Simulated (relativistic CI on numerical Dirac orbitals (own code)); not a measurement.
## Hyperfine structure of I29+, mass number 129

Computed by Dirac-Coulomb-Breit CI, orbitals from a KLI potential per configuration, model QED, unscaled Slater integrals (own radial code, finite nucleus).

Configuration list (outside the closed core [Ne]): 3s²3p⁶3d⁶, 3s²3p⁵3d⁷, 3s²3p⁴3d⁸, 3s3p⁶3d⁷, 3p⁶3d⁸, 3s3p⁵3d⁸, 3s²3p⁶3d⁵4s, 3s²3p⁶3d⁵4p, 3s²3p⁶3d⁵4d, 3s²3p⁴3d⁷4s, 3s²3p⁵3d⁶4s, 3s²3p⁶3d⁵4f, 3s²3p⁶3d⁴4s², 3s3p⁶3d⁶4s, 3s²3p⁶3d⁵5s, 3p⁶3d⁷4s. Levels of other configurations are missing.

Nuclear spin I = 7/2, μ = 2.6165 μN, Q = -0.483 b (tables of Stone and Pyykkö). The electronic factors are computed for point nuclear moments, without core polarisation or the Bohr-Weisskopf and QED corrections.

| Level | E (cm⁻¹) | A (MHz) | B (MHz) |
| --- | --- | --- | --- |
| 3s²3p⁶3d⁶ ⁵D4 | 0.0 | 7834 | -10200 |
| 3s²3p⁶3d⁶ ⁵D3 | 72462.7 | 5352 | -1850 |
| 3s²3p⁶3d⁶ ⁵D1 | 92899.2 | 6964 | 3580 |
| 3s²3p⁶3d⁶ ³G5 | 145393.7 | 10630 | -3720 |
| 3s²3p⁶3d⁶ ³H6 | 146023.8 | 11570 | 7490 |
| 3s²3p⁶3d⁶ ³D1 | 227819.1 | 11820 | -4790 |

Levels with J = 0, under 50 % of one LS term, or S terms without an open s electron are left out. Small factors come from cancelling terms and can be off by tens of per cent or more.

At this charge energies of transitions that change n are usually good to better than 1 %, and those within a shell (Δn = 0) to a few per cent. Terms inside the open d or f shell come out 10 to 20 % too wide with unscaled integrals.

Question: Give the hyperfine levels of 3s²3p⁶3d⁶ ⁵D4 relative to its centre of gravity.

Answer: With K = F(F + 1) − I(I + 1) − J(J + 1), E = AK/2 + B[¾K(K + 1) − I(I + 1)J(J + 1)]/[2I(2I − 1)J(2J − 1)]: F = 1/2: -142100, F = 3/2: -129100, F = 5/2: -107600, F = 7/2: -78080, F = 9/2: -41070, F = 11/2: 2734, F = 13/2: 52470, F = 15/2: 107100 MHz.

LS names give the leading component of a level, which can be under half, so a name can repeat, a term be missing and a line seem to break the LS rules.
